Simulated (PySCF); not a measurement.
Ionisation energy along the 8-electron series

Calculated with PySCF 2.14 and a two-component X2C-1e Hamiltonian (Gaussian nucleus, no Breit or QED terms), each ion in its own even-tempered basis scaled to its charge; GMP2 freezes nothing and drops the highest virtual spinors. Values in eV. NIST values: (m) measured, (s) semi-empirical, (t) theoretical.

```
 ion  configuration  GHF (spin-free)  GMP2 (spin-free)  GHF (screened spin-orbit)  GMP2 (screened spin-orbit)               NIST
Mg⁴⁺   [He] 2s2 2p4           139.39            140.81                     139.50                      140.93         141.33 (s)
Si⁶⁺   [He] 2s2 2p4           244.63            246.09                     244.88                      246.34  246.57 ± 0.05 (s)
```

Fill in the row of Al⁵⁺.

configuration: [He] 2s2 2p4; GHF (spin-free): 188.57; GMP2 (spin-free): 190.02; GHF (screened spin-orbit): 188.74; GMP2 (screened spin-orbit): 190.19; NIST: 190.49 ± 0.05 (s).
